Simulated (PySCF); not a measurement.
C4H12O3Sn, charge -1, doublet, at the geometry of the source list (a state made from the parent by changing its charge; the spin is typed, not shown lowest) (all electrons, no relativity); SVWN5/3-21G run with PySCF.

PySCF was given this input:
```python
from pyscf import gto, scf, dft

mol = gto.M(
    atom='''
C    -3.31750000   -0.05390000    0.26770000
C    -2.08630000   -0.64560000   -0.40620000
C    -0.80630000    0.04620000    0.06650000
C     0.39980000   -0.56730000   -0.60880000
Sn    2.26120000    0.33860000    0.06300000
O     2.26010000    2.24970000   -0.32920000
O     2.47740000    0.20180000    2.00600000
O     4.05270000   -0.24920000   -0.57080000
H    -4.21660000   -0.57020000   -0.06140000
H    -3.41660000    1.00090000    0.02240000
H    -3.24220000   -0.14840000    1.34870000
H    -2.02550000   -1.71300000   -0.18000000
H    -2.17730000   -0.53990000   -1.49000000
H    -0.86240000    1.11020000   -0.16460000
H    -0.72120000   -0.05520000    1.14900000
H     0.48130000   -1.63090000   -0.38260000
H     0.36180000   -0.43250000   -1.68940000
H     3.10910000    2.67620000   -0.20800000
H     3.37410000    0.01460000    2.28650000
H     4.09440000   -1.03190000   -1.11890000
''',
    basis='3-21g',
    charge=-1,
    spin=1,
    verbose=4,
)

mf = dft.UKS(mol)
mf.xc = 'lda,vwn'
mf.level_shift = 1.0
mf.max_cycle = 100
mf.kernel()
```

The log (banner, timings and long lists left out):

```
PySCF version 2.14.0

[INPUT] verbose = 4
[INPUT] num. atoms = 20
[INPUT] num. electrons = 111
[INPUT] charge = -1
[INPUT] spin (= nelec alpha-beta = 2S) = 1
[INPUT] symmetry False subgroup None
[INPUT] Mole.unit = angstrom
[INPUT] Symbol           X                Y                Z      unit          X                Y                Z       unit  Magmom
[...]
nuclear repulsion = 879.731818140386
number of shells = 72
number of NR pGTOs = 222
number of NR cGTOs = 118
basis = 3-21g
ecp = {}

******** <class 'pyscf.dft.uks.UKS'> ********
method = UKS
initial guess = minao
damping factor = 0
level_shift factor = 1.0
DIIS = <class 'pyscf.scf.diis.CDIIS'>
diis_start_cycle = 1
diis_space = 8
diis_damp = 0
SCF conv_tol = 1e-09
SCF conv_tol_grad = None
SCF max_cycles = 100
direct_scf = True
direct_scf_tol = 1e-13
number electrons alpha = 56  beta = 55
XC library pyscf.dft.libxc version 7.1.2
    S. Lehtola, C. Steigemann, M. J. T. Oliveira, and M. A. L. Marques,  SoftwareX 7, 1–5 (2018)
XC functionals = lda,vwn
    P. A. M. Dirac,  Math. Proc. Cambridge Philos. Soc. 26, 376 (1930)
    F. Bloch,  Z. Phys. 57, 545 (1929)
    S. H. Vosko, L. Wilk, and M. Nusair,  Can. J. Phys. 58, 1200 (1980)
radial grids:
    Treutler-Ahlrichs [JCP 102, 346 (1995); DOI:10.1063/1.469408] (M4) radial grids

becke partition: Becke, JCP 88, 2547 (1988); DOI:10.1063/1.454033
pruning grids: <function nwchem_prune>
grids dens level: 3
symmetrized grids: False
atomic radii adjust function: <function treutler_atomic_radii_adjust>
small_rho_cutoff = 0
Set gradient conv threshold to 3.16228e-05
tot grids = 238376
init E= -6360.97725914045

cycle= 1 E= -6373.02969090455  delta_E= -12.1  |g|= 0.983  |ddm|= 3.08
cycle= 2 E= -6373.37372405248  delta_E= -0.344  |g|= 0.435  |ddm|= 0.925
cycle= 3 E= -6373.44006369914  delta_E= -0.0663  |g|= 0.199  |ddm|= 0.364
cycle= 4 E= -6373.45900670035  delta_E= -0.0189  |g|= 0.0855  |ddm|= 0.228
cycle= 5 E= -6373.46505183504  delta_E= -0.00605  |g|= 0.0494  |ddm|= 0.169
cycle= 6 E= -6373.46791190864  delta_E= -0.00286  |g|= 0.0352  |ddm|= 0.136
cycle= 7 E= -6373.46951072206  delta_E= -0.0016  |g|= 0.0279  |ddm|= 0.109
cycle= 8 E= -6373.4705330002  delta_E= -0.00102  |g|= 0.023  |ddm|= 0.0917
cycle= 9 E= -6373.47121558001  delta_E= -0.000683  |g|= 0.0197  |ddm|= 0.078
cycle= 10 E= -6373.47167842243  delta_E= -0.000463  |g|= 0.0173  |ddm|= 0.0655
cycle= 11 E= -6373.47201330789  delta_E= -0.000335  |g|= 0.0152  |ddm|= 0.0566
[...]
cycle= 73 E= -6373.47312822447  delta_E= -2.14e-08  |g|= 0.000199  |ddm|= 0.000437
cycle= 74 E= -6373.47312824327  delta_E= -1.88e-08  |g|= 0.000193  |ddm|= 0.000414
cycle= 75 E= -6373.47312825985  delta_E= -1.66e-08  |g|= 0.000185  |ddm|= 0.00039
cycle= 76 E= -6373.4731282741  delta_E= -1.42e-08  |g|= 0.000185  |ddm|= 0.000375
cycle= 77 E= -6373.47312828649  delta_E= -1.24e-08  |g|= 0.000178  |ddm|= 0.000348
cycle= 78 E= -6373.47312829762  delta_E= -1.11e-08  |g|= 0.000172  |ddm|= 0.000327
cycle= 79 E= -6373.47312830853  delta_E= -1.09e-08  |g|= 0.000159  |ddm|= 0.000311
cycle= 80 E= -6373.47312831758  delta_E= -9.05e-09  |g|= 0.000156  |ddm|= 0.000293
cycle= 81 E= -6373.47312832898  delta_E= -1.14e-08  |g|= 0.000128  |ddm|= 0.000279
cycle= 82 E= -6373.47312833773  delta_E= -8.75e-09  |g|= 0.000122  |ddm|= 0.000268
cycle= 83 E= -6373.47312834463  delta_E= -6.9e-09  |g|= 0.000118  |ddm|= 0.000251
cycle= 84 E= -6373.47312835204  delta_E= -7.41e-09  |g|= 0.000114  |ddm|= 0.000247
cycle= 85 E= -6373.4731283572  delta_E= -5.16e-09  |g|= 0.000109  |ddm|= 0.000222
cycle= 86 E= -6373.47312836212  delta_E= -4.92e-09  |g|= 0.000105  |ddm|= 0.000211
cycle= 87 E= -6373.47312836748  delta_E= -5.36e-09  |g|= 9.07e-05  |ddm|= 0.000202
cycle= 88 E= -6373.47312837182  delta_E= -4.34e-09  |g|= 8.44e-05  |ddm|= 0.00019
cycle= 89 E= -6373.47312837748  delta_E= -5.66e-09  |g|= 6.38e-05  |ddm|= 0.000196
cycle= 90 E= -6373.47312838082  delta_E= -3.34e-09  |g|= 5.86e-05  |ddm|= 0.000174
cycle= 91 E= -6373.47312838366  delta_E= -2.84e-09  |g|= 5.49e-05  |ddm|= 0.000164
cycle= 92 E= -6373.47312838619  delta_E= -2.53e-09  |g|= 5.34e-05  |ddm|= 0.000156
cycle= 93 E= -6373.47312838831  delta_E= -2.12e-09  |g|= 5.03e-05  |ddm|= 0.000146
cycle= 94 E= -6373.47312839015  delta_E= -1.85e-09  |g|= 4.66e-05  |ddm|= 0.000136
cycle= 95 E= -6373.47312839177  delta_E= -1.61e-09  |g|= 4.25e-05  |ddm|= 0.000128
cycle= 96 E= -6373.4731283931  delta_E= -1.33e-09  |g|= 4.27e-05  |ddm|= 0.00012
cycle= 97 E= -6373.47312839473  delta_E= -1.63e-09  |g|= 3.65e-05  |ddm|= 0.000119
cycle= 98 E= -6373.47312839559  delta_E= -8.65e-10  |g|= 3.85e-05  |ddm|= 0.000107
cycle= 99 E= -6373.47312839654  delta_E= -9.46e-10  |g|= 3.78e-05  |ddm|= 0.000102
cycle= 100 E= -6373.4731283979  delta_E= -1.36e-09  |g|= 3.01e-05  |ddm|= 0.000104
SCF not converged.
SCF energy = -6373.4731283979 after 100 cycles  <S^2> = 0.75058043  2S+1 = 2.0005803
```

The run did not converge; its last values are not results.
